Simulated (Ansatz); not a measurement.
Be2Se2⁻, that is (BeSe)2 ring with one electron more. Charge -1, multiplicity 2. Geometry PBE0-D4/def2-TZVP, that of the neutral singlet; atoms count from 1.

```xyz
4

Be   -0.290    0.955    0.102
Se    1.664    0.547   -0.396
Be    0.290   -0.955   -0.102
Se   -1.664   -0.547    0.396
```

(1) Estimate the Mulliken populations from the PBE0/def2-TZVPD orbitals of Ansatz.

(2) Where does the spin sit?

(3) And the Mayer bond orders between heavy atoms (over 0.3)?

Answers

(1) 
```json
{"atom": "Be1", "charge (e)": "-0.51", "spin (α − β)": "0.64"}
{"atom": "Se2", "charge (e)": "0.01", "spin (α − β)": "-0.14"}
{"atom": "Be3", "charge (e)": "-0.51", "spin (α − β)": "0.64"}
{"atom": "Se4", "charge (e)": "0.01", "spin (α − β)": "-0.14"}
```
Mulliken values depend strongly on the basis. With diffuse functions, as here, like atoms can get unlike values, and bond orders can come out too low or too high.

(2) Summed by element: Be 1.29, Se -0.29, of 1 unpaired in all. Largest on single atoms: Be1 0.64, Be3 0.64, Se2 -0.14.

(3) Be1–Se2 1.07 (2.06 Å); Be1–Be3 0.81 (2.01 Å); Be1–Se4 1.07 (2.06 Å); Se2–Be3 1.07 (2.06 Å); Be3–Se4 1.07 (2.06 Å).
